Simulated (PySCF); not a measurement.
O2S, charge +1, doublet, geometry from GFN2-xTB (a state made from the parent by changing its charge; the spin is typed, not shown lowest). Base run: CCSD(T)/aug-cc-pVDZ (PySCF).

PySCF was given this input:
```python
from pyscf import gto, scf, cc

mol = gto.M(
    atom='''
S     0.01164702   -0.00345740    0.31572720
O    -0.03156227    1.26296905   -0.30120014
O     0.00826823   -1.25605426   -0.33025426
''',
    basis='aug-cc-pvdz',
    charge=1,
    spin=1,
    verbose=4,
    max_memory=1800,
)

mf = scf.UHF(mol)
mf.kernel()

mycc = cc.CCSD(mf, frozen=7)
mycc.kernel()
et = mycc.ccsd_t()
print('E(CCSD(T)) = %.10f' % (mycc.e_tot + et))
```

The base was run again with changes. Order these runs by total energy, lowest first: method = cisd | method = ccsd | method = mp2.

method = mp2 (ΔE vs base (kcal/mol) 14.83), method = ccsd (ΔE vs base (kcal/mol) 17.12), method = cisd (ΔE vs base (kcal/mol) 56.44)

Open shells are given as the SCF converged; they aren't shown to be the lowest states, and a large step between rows can be another state.
